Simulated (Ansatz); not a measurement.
Consider the ligand exchange at a W–O bond: `C[O][W](=[O])(=[O])[F]` + HCl → `[O]=[W](=[O])([F])[Cl]` + CH₃OH.

Calculated with Ansatz (gas phase, PBE0-D4/def2-TZVP geometries, no zero-point term in ΔE). CCSD(T)/CBS is the MP2 limit (def2-TZVPP, def2-QZVPP) plus CCSD(T) − MP2 in def2-TZVPP, frozen cores. This one scheme is used for every species. Functionals use def2-TZVPP. def2 core potentials past Kr. For W outer-core shells are correlated without core-valence functions, which leaves a few kJ/mol of doubt a bond. Each species was taken in one conformer, which may not be the lowest.

```csv
level,ΔE (kcal/mol),difference from CCSD(T)/CBS
BLYP-D4,0.1,1.7
r2SCAN-D4,-1.3,0.3
ωB97M-V,-0.9,0.7
B2PLYP,-1.5,0.1
HF/def2-TZVPP,0.2,1.8
CCSD(T)/def2-TZVPP,-0.6,1.0
MP2/def2-QZVPP,-4.0,-2.4
HF/CBS(def2),0.0,1.6
MP2/CBS(def2),-4.4,-2.8
CCSD/CBS(def2),-1.1,0.5
CCSD(T)/CBS,-1.6,0
```

Q: What do rigid-rotor, harmonic-oscillator terms from PBE0-D4/def2-TZVP frequencies (298.15 K, 1 bar) make of the CCSD(T)/CBS value? (An estimate is asked.)

A: Ansatz gave: ΔZPE = +2.6 kcal/mol, ΔH = +0.3 kcal/mol, ΔS = 3 J/(mol·K), ΔG = +0.1 kcal/mol. Modes under 50 cm⁻¹ make the entropy rough.

Largest T1 diagnostic among the species: 0.022, so the coupled-cluster value is less sure than usual.

Leaving LDA and LC-ωPBE aside and taking each functional with its dispersion term where it has one, the values, not all of them listed here, spread over 3.6 kcal/mol, from PBE-QIDH to CAM-B3LYP-D4. LDA lies +1.8 kcal/mol from PBE without D4. In def2-TZVPP, CCSD(T) changes the Hartree–Fock value by −0.8 kcal/mol (the triples alone add −0.5 kcal/mol) and MP2 by −3.6 kcal/mol. At CCSD(T), def2-SVP lies +3.4 kcal/mol from the extrapolated value and def2-TZVPP +1.0 kcal/mol.
